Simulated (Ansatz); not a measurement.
Start from `[OH][Ge]([OH])([OH])[SiH3]` and change one atom or group to get `[OH][Ge]([OH])([OH])[OH]`.

Ansatz, PBE0-D4/def2-TZVP geometries, multiplicity 1. Each molecule was computed in one conformer, which needn't be the lowest.

Scalar relativity is left out up to krypton.

```
                                        property  `[OH][Ge]([OH])([OH])[SiH3]`
               HOMO energy (PBE/def2-TZVPP) / eV                         -6.71
           HOMO energy (ωB97M-V/def2-TZVPP) / eV                        -10.29
         HOMO–LUMO gap (ωB97M-V/def2-TZVPP) / eV                         11.99
             HOMO energy (B3LYP/def2-TZVPP) / eV                         -7.90
size of the dipole moment (B3LYP/def2-TZVPP) / D                          0.45
              LUMO energy (PBE0/def2-TZVPP) / eV                          0.06
```

Problem. Give the same properties after the change, and the shifts. (Estimate.)

Solution. The calculation gave: 
```json
{"property": "HOMO energy (PBE/def2-TZVPP) / eV", "`[OH][Ge]([OH])([OH])[OH]`": "-7.41", "shift": "-0.70"}
{"property": "HOMO energy (ωB97M-V/def2-TZVPP) / eV", "`[OH][Ge]([OH])([OH])[OH]`": "-11.70", "shift": "-1.41"}
{"property": "HOMO–LUMO gap (ωB97M-V/def2-TZVPP) / eV", "`[OH][Ge]([OH])([OH])[OH]`": "13.09", "shift": "1.10"}
{"property": "HOMO energy (B3LYP/def2-TZVPP) / eV", "`[OH][Ge]([OH])([OH])[OH]`": "-8.93", "shift": "-1.03"}
{"property": "size of the dipole moment (B3LYP/def2-TZVPP) / D", "`[OH][Ge]([OH])([OH])[OH]`": "0.00", "shift": "-0.45"}
{"property": "LUMO energy (PBE0/def2-TZVPP) / eV", "`[OH][Ge]([OH])([OH])[OH]`": "-0.28", "shift": "-0.34"}
```

With PBE0 the HOMO falls by 1.10 eV and the LUMO falls by 0.34 eV, so the gap widens by about 0.76 eV. PBE moves the HOMO by -0.70 eV and ωB97M-V by -1.41 eV.

B3LYP here is the variant with VWN-RPA as its local correlation; programs differ in this.
